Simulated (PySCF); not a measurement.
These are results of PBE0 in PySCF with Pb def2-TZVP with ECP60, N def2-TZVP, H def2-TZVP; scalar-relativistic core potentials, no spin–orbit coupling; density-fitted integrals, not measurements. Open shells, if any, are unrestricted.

Question: What shape and geometry does isolated singlet HPbN take (every ligand bound to Pb)?

Answer: Counting electrons, lead keeps none of its valence electrons outside its bonds, so the VSEPR class is AX2 and the expected shape is linear; with unlike ligands the computed point group is C∞v. The lowest minimum found is a singlet of C∞v symmetry with Pb–H 1.712 Å, Pb–N 1.856 Å; H–Pb–N 180.0°. Its harmonic wavenumbers are 400 (π), 855 (σ+), 1872 (σ+) cm⁻¹ and its dipole moment is 4.63 D.

This need not be the most stable arrangement of these atoms. With an element this heavy the missing spin–orbit coupling can shift these numbers.
